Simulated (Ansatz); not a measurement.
Saddle point of GeHCl2F, closed shell (GeCl₂ + HF → GeClF + HCl; bonds formed: Ge1–F5, Cl3–H4; bonds broken: Ge1–Cl3, H4–F5), PBE0-D4/def2-TZVP structure:

```
5
angstrom
Ge -0.3151 -1.1665 0.0347
Cl 1.8466 -1.2227 0.2862
Cl -0.4128 0.9296 -1.4421
H -0.5367 1.0376 0.0058
F -0.5819 0.4220 1.1154
```

Energies are electronic, without zero-point energy. Barriers and step energies count from the start structure reached by relaxing down the imaginary mode; all methods use the PBE0-D4 structures, on which another method's saddle can fall below an end. Program: Ansatz 0.2.0. Basis: def2-TZVPP, with def2-QZVPP for the basis limit. Cores are frozen in the correlated methods. Filled d shells of the heavier atoms are correlated. The def2 sets are not built for correlating such inner shells, so the correlated values are less sure here. B3LYP uses VWN-RPA correlation. Extrapolation: Hartree–Fock as exp(−7.88 √X), correlation as X^−2.97.

| method | barrier (kcal/mol) | step energy (kcal/mol) |
| --- | --- | --- |
| SPW92 | 2.12 | 5.12 |
| PBE-D4 | 6.16 | 4.03 |
| BLYP-D4 | 7.37 | 2.40 |
| r2SCAN-D4 | ? | 3.03 |
| B97M-V | 10.11 | 2.13 |
| PBE0-D4 | 8.97 | 4.31 |
| B3LYP-D4 | 9.37 | 2.71 |
| r2SCAN0-D4 | 9.50 | 3.69 |
| BHLYP-D4 | 12.44 | 2.71 |
| CAM-B3LYP-D4 | ? | 1.57 |
| wB97X-V | 9.64 | 1.62 |
| wB97M-V | 10.01 | 2.68 |
| B2PLYP | 9.74 | 2.33 |
| PBE-QIDH | ? | 3.77 |
| RPA on PBE | 9.45 | 1.23 |
| HF | 19.05 | 1.13 |
| MP2 | 9.95 | 3.10 |
| CCSD | 12.44 | 1.92 |
| CCSD(T) | 10.84 | 2.28 |

Question: Fill in the withheld barriers. (Judge from chemistry; the value comes from the calculation.)

Answer: The calculation gives: r2SCAN-D4 7.06; PBE-QIDH 10.35; CAM-B3LYP-D4 9.00 kcal/mol. Each is the energy of the saddle less that of the start structure, by the same method.

For comparison, the barrier by CCSD(T) at an estimated basis limit (MP2 extrapolated from triple and quadruple zeta, plus CCSD(T) − MP2 in triple zeta) is 11.30 kcal/mol.

The T1 diagnostic stays at or below 0.013.

For scale, one of the runs: CCSD(T)/def2-TZVPP, 177 basis functions, launched by `ansatz run in.yaml --threads 4 --pin off --events-out ev --progress --plain --max-ram 9574MiB`. Time: 12 s of wall clock on 4 CPU threads of an AMD EPYC 9R45; the host was shared. Peak host memory: 1.6 GiB.
